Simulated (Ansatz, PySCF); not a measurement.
This triplet is an excited state, 1.86 eV above the relaxed singlet at the level frozen-core CCSD(T)/cc-pVTZ // B3LYP-D3(BJ)/def2-TZVP (Ansatz, an electronic-structure program).

B3LYP has the VWN-RPA correlation part, as in Gaussian. 

Cartesian coordinates (Å):
SMILES: C[Si]O
```xyz
7

C     -1.0307     0.1214     0.1325
Si     0.5627    -0.8084     0.6209
O      1.9321    -0.3913    -0.2359
H     -1.8621    -0.2870     0.7067
H     -1.2246    -0.0232    -0.9315
H     -0.9310     1.1858     0.3508
H      2.5536     0.2026     0.1965
```
Charge 0, spin multiplicity 3.

Question: Estimate the total energy, highest occupied spin orbital and dipole moment that B3LYP-D3(BJ)/def2-TZVP (PySCF 2.14.0) returns for this input.

Answer: 
* **total energy**: -405.2591 Ha
* **highest occupied spin orbital**: -4.19 eV
* **dipole moment**: 1.50 D
